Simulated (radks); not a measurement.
Q: Radial electron density D(r) = 4 pi r^2 rho(r) of an atom or ion with 38 electrons. Calculated with a radial shooting solver on a logarithmic mesh with Libxc functionals: Dirac Kohn-Sham, BP86, spin-unpolarised, spherical densities, finite nucleus; Fermi nuclear charge, rms radius of each element as measured or else 0.836 A^(1/3) + 0.57 fm.

r (bohr)  D(r) (e/bohr)
0.001649          1.886
0.001905          2.431
0.002217          3.166
0.002561          4.052
0.002957          5.163
0.003443          6.630
0.003976          8.354
0.004592          10.45
0.005345          13.13
0.006173          16.16
0.007187          19.87
0.0083            23.89
0.009585          28.31
0.01116           33.29
0.01289           38.10
0.01488           42.69
0.01733           46.94
0.02001           49.98
0.0233            51.79
0.0269            51.97
0.03107           50.71
0.03617           48.29
0.04177           45.78
0.04863           44.06
0.05616           44.35
0.06486           47.08
0.07551           52.26
0.0872            57.97
0.1007            62.35
0.1172            63.29
0.1354            59.69
0.1576            52.24
0.182             44.59
0.2102            39.71
0.2448            39.58
0.2827            43.22
0.3264            47.05
0.38              47.11
0.4389            41.63
0.5109            31.60
0.5901            21.61
0.6815            14.28
0.7933            10.56
0.9162            9.754
1.067             9.602
1.232             8.688
1.423             6.804
1.656             4.418
1.913             2.494
2.209             1.239
2.572            0.5915
2.97             0.3920
3.457            0.3647
3.993            0.3505
4.611            0.2827
5.368            0.1714
6.2             0.07856
7.16            0.02592
8.335          0.005558
9.626         0.0008811

What is the nuclear charge?

A: Z = 41. The innermost maximum, from 1s, lies near gamma/Z bohr with gamma = sqrt(1 - (Z/c)^2) = 0.954, here 0.0233 bohr (found: 0.0254), and its height grows with Z. The density is that of the niobium ion Nb3+ in [Ar] 3d10 4s1 4p6 4d2 5d1; the configuration itself is not fixed sharply by these data, and Z only to a few units. D(r) has 3 maxima, at r = 0.0254, 0.112, 0.354 bohr, and minima at 0.0514, 0.228 bohr, inside which lie 2.06, 11.11 electrons.
